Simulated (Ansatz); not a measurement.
Consider the formal exchange of groups at a Ge–S bond: `[SH][GeH]([Cl])[Cl]` + `CCl` → `Cl[CH2][GeH]([Cl])[Cl]` + H₂S.

Calculated with Ansatz (gas phase, PBE0-D4/def2-TZVP geometries, no zero-point term in ΔE). CBS: MP2 limit from def2 TZ/QZ plus the TZ coupled-cluster correction, frozen cores. This one scheme is used for every species. Functionals use def2-TZVPP. For Ge outer-core shells are correlated without core-valence functions, which leaves a few kJ/mol of doubt a bond. Scalar relativity is left out up to krypton. Each species was taken in one conformer, which may not be the lowest.

`[SH][GeH]([Cl])[Cl]`:

Z-matrix (Å, degrees):
```
Ge
Cl 1 2.133
Cl 1 2.142 2 108.7
S 1 2.198 2 105.5 3 -118.9
H 1 1.530 2 109.4 3 116.7
H 4 1.345 1 92.7 2 177.5
```

`CCl`:

Z-matrix (Å, degrees):
```
C
Cl 1 1.773
H 1 1.088 2 108.6
H 1 1.087 2 108.7 3 -120.0
H 1 1.088 2 108.7 3 120.0
```

`Cl[CH2][GeH]([Cl])[Cl]`:

Cartesian coordinates in Å:
```
Cl 0.056 0.509 2.204
C 0.613 -0.383 0.785
Ge -0.362 0.134 -0.829
Cl -0.096 2.230 -1.149
Cl -2.442 -0.249 -0.526
H 0.469 -1.449 0.965
H 1.675 -0.183 0.643
H 0.086 -0.608 -2.093
```

H₂S:

Z-matrix (Å, degrees):
```
S
H 1 1.341
H 1 1.341 2 92.3
```

CCSD(T)/CBS gives +61.2 kJ/mol.

Problem. Another level gave +61.5 kJ/mol. Which?
A. LDA (SPW92)/def2-TZVPP
B. BLYP/def2-TZVPP
C. RPA@PBE/def2-TZVPP
D. revPBE-D4/def2-TZVPP

Solution. A. LDA (SPW92) 61.5, revPBE-D4 66.6, BLYP 70.9, RPA@PBE/def2-TZVPP 56.4 kJ/mol.

Largest T1 diagnostic among the species: 0.010.

Leaving LDA and LC-ωPBE aside and taking each functional with its dispersion term where it has one, the values, not all of them listed here, spread over 5.4 kJ/mol, from ωB97M-V to B97M-V. LDA lies −8.1 kJ/mol from PBE without D4. The D4 term adds −4.2 kJ/mol with B3LYP and −2.5 kJ/mol with PBE0; it sums over pairs of atoms, weighted by their polarisabilities, and B3LYP, whose exchange is more repulsive, gets the larger term.

B3LYP here is the variant with VWN-RPA as its local correlation; programs differ in this.
